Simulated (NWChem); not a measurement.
**Relativistic effects in F$_{5}$Te**

```xyz
6

F      1.9422     0.0000    -0.1901
Te     0.0000     0.0000    -0.1658
F      0.0000    -1.9422    -0.1902
F      0.0000     1.9422    -0.1902
F      0.0000     0.0000     1.7183
F     -1.9422     0.0000    -0.1901
```
Charge 0, spin multiplicity 2.

The numbers come from NWChem runs, not from measurements. Structure: optimised with UB3LYP/def2-SVP with def2 effective core potentials on Te, a minimum by its harmonic frequencies.

Functional PBE0, all-electron basis x2c-SVPall-2c, contracted for the X2C Hamiltonian and used here with ZORA. The ion keeps the geometry and has multiplicity 1 in the scalar run; the spin-orbit run starts from the same electron counts.

Costs are rough ratios of processor time within this set of runs, SCF included, with scalar ZORA as 1.

The structure started from a generated list of species. The stability of the SCF solutions was not checked.

```tsv
Hamiltonian	ΔSCF ionisation energy (eV)	relative cost
scalar ZORA	12.33	1
spin-orbit ZORA	?	under 3
```

What belongs in the gaps?


- spin-orbit ZORA, ΔSCF ionisation energy (eV): 12.32
